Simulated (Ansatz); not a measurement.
A structure relaxed at PBE-D4/def2-SVP in Ansatz, charge 0, singlet:

```xyz
7

W    -0.276    0.153   -0.533
O     0.994   -0.944    0.827
O     0.195    0.040   -2.190
O     0.989    0.533    1.022
O    -1.914   -0.344   -0.294
H    -0.519    1.848   -0.464
H     0.532   -1.285    1.631
```

(1) Give its formula.

(2) Summarise the bond lengths by kind (pairs closer than 1.2 times the sum of covalent radii, bridged metal pairs left out).

## Answers

(1) WO4H2.

(2) 4 × O–W 1.73 to 2.16 Å; 1 × O–O 1.49 Å; 1 × H–W 1.71 Å; 1 × H–O 0.99 Å. The metal has 5 neighbours: O 2.16 Å, O 1.73 Å, O 2.04 Å, O 1.73 Å, H 1.71 Å.

In the def2 sets W takes a core potential; there is no spin–orbit coupling. The structure holds one bond between oxygen atoms, so isomers without such links may lie far lower. Another isomer (singlet) lies 0.64 eV lower at PBE0-D4/def2-TZVP; other spin states weren't run for this one.
